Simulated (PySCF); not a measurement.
# Peak assignment

Structure with atom numbers: `[CH3:1][SiH:2]([CH3:3])/[CH:4]=[CH:5]/[C:6](=[O:7])[O:8][SiH3:9]`. Hydrogens are named by the atom that carries them.

Method: coordinates at the GFN2-xTB level, PBE0/pcSseg-1 with gauge-including orbitals, in PySCF 2.14.0 with density-fitted response routines (no solvent model, one computed conformer, rapidly exchanging positions averaged, non-relativistic).

Scale: 13C (186.93 ppm) and 1H (31.72 ppm) vs TMS (reference shieldings calculated alike).

(1) Assign these signals to the numbered atoms. 13C{1H} NMR (computed): δ 171.5, 163.0, 142.4, -2.6.

(2) Assign these signals to the numbered atoms. 1H NMR (400 MHz, computed): δ 8.01 (m, 1H), 6.57 (d, 1H), 4.84 (s, 3H), 4.63 (m, 1H), 0.26 (d, 6H).

## Answers

(1) 
| δ (ppm) | atoms | environment | reason |
| --- | --- | --- | --- |
| 171.5 | C6 | carbonyl carbon | – |
| 163.0 | C4 | β carbon of a C=C–C=O unit | conjugation with the carbonyl draws π density from the β position |
| 142.4 | C5 | α carbon of a C=C–C=O unit | an sp2 carbon of a C=C bond |
| -2.6 | C1/C3 | methyl carbon bonded to Si | an electropositive neighbour leaves it electron-rich and shielded |

(2) 
| δ (ppm) | atoms | environment | reason |
| --- | --- | --- | --- |
| 8.01 | H(C4) | hydrogen on a β carbon of a C=C–C=O unit | – |
| 6.57 | H(C5) | hydrogen on an α carbon of a C=C–C=O unit | a vinylic proton, deshielded by the sp2 carbon and the C=C anisotropy |
| 4.84 | H(Si9) | hydrogen on a silicon bonded to O | – |
| 4.63 | H(Si2) | hydrogen on a silicon bonded to 3 C | – |
| 0.26 | H(C1)/H(C3) | hydrogen on a methyl carbon bonded to Si | an electropositive neighbour shields it, as in TMS itself |

Shifts are as computed. Against solution values, carbons near 30 ppm lie about +3 ppm off and those near 130 ppm about +5 ppm. Of 1211 compounds with measured shifts, 218 miss one by over three times the rms of a fit or turn the order of signals round; such compounds aren't used in these exercises. No couplings were computed; multiplicities are counted from neighbouring protons, with m where these are inequivalent, close in shift, in a saturated or five-membered ring or joined by F or P, and br s for small geminal =CH2 splittings.
